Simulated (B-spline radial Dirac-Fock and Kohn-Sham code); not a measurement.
Z = 35 (bromine), transition energy 27.5 keV. Level of theory: a Dirac-Hartree-Slater potential of the neutral atom with a Latter tail (no hole, which puts coefficients of high multipoles low close above an edge), finite nucleus with surface currents; a radial finite-basis atomic code. Subshells that would emit electrons below 1 keV are left out.

Task: A pure transition shows α(K) = 43000, L1/L2 = 4.86 and L1/L3 = 0.350. What is its multipolarity?
A. E1
B. E3
C. E2
D. E4
E. M4
F. M2
G. M1
H. M3

Result: E. For comparison, α(K), L1/L2, L1/L3 are E1 3.18, 6.60, 3.80; E2 57.6, 0.472, 0.287; E3 791, 0.0469, 0.0294; E4 10400, 0.00479, 0.00304; M1 4.09, 15.0, 42.0; M2 132, 9.90, 3.85; M3 2510, 6.64, 0.802.

Values without a named source are computed, but for edge energies of neutral atoms, which are taken from tables.
